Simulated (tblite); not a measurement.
Species: C₂H₆FPSi₂.
SMILES with atom numbers: `[CH:1]#[C:2][Si@@H:3]([F:4])[PH:5][SiH3:6]` (hydrogens: H7 on C1; H8 on Si3; H9 on P5; H10, H11, H12 on Si6)

Computed with GFN2-xTB (tblite), gas phase: L-BFGS steps from a force-field or distance-geometry start until the largest atomic force falls under 0.01 eV/Å.

Step 7: E = -490.7966 eV
```
atom  x, y, z in Å  |  force x, y, z in eV/Å
C1     -2.5875   -1.4723    0.4513    0.070   0.081   0.014
C2     -1.9818   -0.4324    0.4504    0.053  -0.092  -0.102
Si3    -1.0153    1.1351    0.2452   -0.020   0.019   0.006
F4     -0.5294    1.5477    1.7307    0.115  -0.044  -0.044
P5      0.7392    1.0607   -1.1616   -0.047  -0.128   0.162
Si6     2.2847   -0.2536   -0.1853   -0.051   0.010   0.025
H7     -3.1266   -2.3751    0.4904   -0.012  -0.004   0.024
H8     -1.9258    2.2184   -0.1091    0.031   0.003  -0.071
H9      0.1777    0.0947   -1.9847    0.063   0.048   0.076
H10     2.9102    0.5262    0.8826   -0.074   0.032  -0.012
H11     1.7605   -1.5075    0.3740   -0.014   0.072  -0.071
H12     3.2953   -0.5426   -1.2098   -0.116   0.001  -0.008
```

Step 8: E = -490.7998 eV
```
atom  x, y, z in Å  |  force x, y, z in eV/Å
C1     -2.5874   -1.4736    0.4518    0.117   0.159   0.009
C2     -1.9796   -0.4345    0.4489    0.048  -0.080  -0.106
Si3    -1.0141    1.1364    0.2442   -0.094  -0.064  -0.052
F4     -0.5263    1.5452    1.7254    0.144  -0.011   0.062
P5      0.7395    1.0596   -1.1570   -0.020  -0.054   0.146
Si6     2.2811   -0.2540   -0.1844    0.009   0.027   0.009
H7     -3.1267   -2.3748    0.4910   -0.036  -0.047   0.027
H8     -1.9239    2.2192   -0.1108    0.023   0.009  -0.073
H9      0.1801    0.0966   -1.9778    0.031   0.000   0.023
H10     2.9069    0.5276    0.8808   -0.066   0.035   0.003
H11     1.7602   -1.5064    0.3722   -0.036   0.023  -0.045
H12     3.2914   -0.5420   -1.2102   -0.120   0.003  -0.003
```

Step 9: E = -490.8039 eV
```
atom  x, y, z in Å  |  force x, y, z in eV/Å
C1     -2.5862   -1.4743    0.4526    0.111   0.147   0.001
C2     -1.9746   -0.4377    0.4441    0.044  -0.042  -0.094
Si3    -1.0139    1.1373    0.2425   -0.149  -0.117  -0.054
F4     -0.5190    1.5415    1.7197    0.147   0.013   0.132
P5      0.7391    1.0563   -1.1468    0.010   0.060   0.068
Si6     2.2764   -0.2536   -0.1831    0.079   0.027   0.009
H7     -3.1270   -2.3744    0.4925   -0.036  -0.054   0.029
H8     -1.9211    2.2204   -0.1148    0.012   0.015  -0.070
H9      0.1839    0.0989   -1.9691   -0.003  -0.050  -0.032
H10     2.9011    0.5304    0.8788   -0.046   0.044   0.030
H11     1.7589   -1.5042    0.3686   -0.063  -0.049  -0.005
H12     3.2836   -0.5413   -1.2110   -0.107   0.004  -0.013
```

**Question.** Estimate the geometry and energy of step 10. (The exact step hangs on the optimiser's Hessian estimate; all steps are aligned on step 9, rigid shifts and turns removed.)

**Answer.** E = -490.8069 eV, largest force 0.157 eV/Å
```
atom  x, y, z in Å  |  force x, y, z in eV/Å
C1     -2.5844   -1.4742    0.4534    0.055   0.054  -0.004
C2     -1.9694   -0.4404    0.4382    0.031  -0.013  -0.069
Si3    -1.0159    1.1368    0.2415   -0.117  -0.084   0.003
F4     -0.5107    1.5387    1.7171    0.114   0.010   0.107
P5      0.7384    1.0540   -1.1372    0.017   0.121  -0.021
Si6     2.2741   -0.2528   -0.1815    0.093   0.010   0.027
H7     -3.1273   -2.3741    0.4941   -0.011  -0.023   0.027
H8     -1.9188    2.2215   -0.1195    0.004   0.017  -0.059
H9      0.1870    0.1000   -1.9634   -0.013  -0.060  -0.049
H10     2.8958    0.5333    0.8780   -0.024   0.052   0.055
H11     1.7568   -1.5029    0.3655   -0.073  -0.086   0.020
H12     3.2755   -0.5408   -1.2121   -0.076   0.002  -0.036
```

The energy changes by -0.0030 eV. The first-order estimate −F·Δx gives -0.0042 eV and the mean of the old and new forces, exact on a quadratic surface, -0.0030 eV. The step makes an angle of 62° with the force vector and moves no atom by more than 0.010 Å.

The cost below is that of the whole relaxation. The run took 0.54 s of wall time on Arm Neoverse V2, one thread (shared host).
